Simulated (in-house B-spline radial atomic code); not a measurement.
Configurations of Ga IX (Ga8+), with energies counted from [Ar] 3d5. Method: non-relativistic AM05, spin-polarised, spherical fractional occupations, point nucleus. Calculated with an all-electron radial atomic-structure program (B-spline basis). Shells without spins written out take the highest spin.

Occupations are held fixed; configurations that lie above the ionisation limit could autoionise.

```json
{"configuration": "[Ar] 3d4 4s1", "E - E(ref) (eV)": "79.707", "highest orbital": "4s up", "its <r> (bohr)": "1.421"}
{"configuration": "[Ne] 3s2 3p5 3d6", "E - E(ref) (eV)": "80.043", "highest orbital": "3d down", "its <r> (bohr)": "0.6336"}
{"configuration": "[Ar] 3d4 4p1", "E - E(ref) (eV)": "94.397", "highest orbital": "4p up", "its <r> (bohr)": "1.496"}
{"configuration": "[Ar] 3d(2 up, 2 down) 4p(0 up, 1 down)", "E - E(ref) (eV)": "102.83", "highest orbital": "4p down", "its <r> (bohr)": "1.505"}
{"configuration": "[Ar] 3d4 4d1", "E - E(ref) (eV)": "117.86", "highest orbital": "4d up", "its <r> (bohr)": "1.65"}
{"configuration": "[Ne] 3s2 3p5 3d5 4d1", "E - E(ref) (eV)": "187.66", "highest orbital": "4d up", "its <r> (bohr)": "1.647"}
{"configuration": "[Ne] 3s2 3p(2 up, 3 down) 3d(5 up, 0 down) 4d(0 up, 1 down)", "E - E(ref) (eV)": "198.31", "highest orbital": "4d down", "its <r> (bohr)": "1.68"}
```

Task: Order these further configurations by energy, lowest first.
A. [Ar] 3d4 4f1
B. [Ne] 3s2 3p5 3d5 4f1
C. [Ne] 3s2 3p5 3d5 4s1
D. [Ne] 3s2 3p(3 up, 2 down) 3d(3 up, 3 down)
E. [Ar] 3d(3 up, 2 down)

Result: E (10.794 eV), D (90.561 eV), A (139.23 eV), C (149.35 eV), B (208.95 eV).

Task: How far above the reference does [Ne] 3s2 3p(3 up, 2 down) 3d(4 up, 1 down) 4p(0 up, 1 down) lie?

Result: 175.47 eV; its least bound orbital is 4p down with <r> = 1.515 bohr.

Task: How far above the reference does [Ne] 3s2 3p5 3d5 4p1 lie?

Result: 164.07 eV; its least bound orbital is 4p up with <r> = 1.493 bohr.
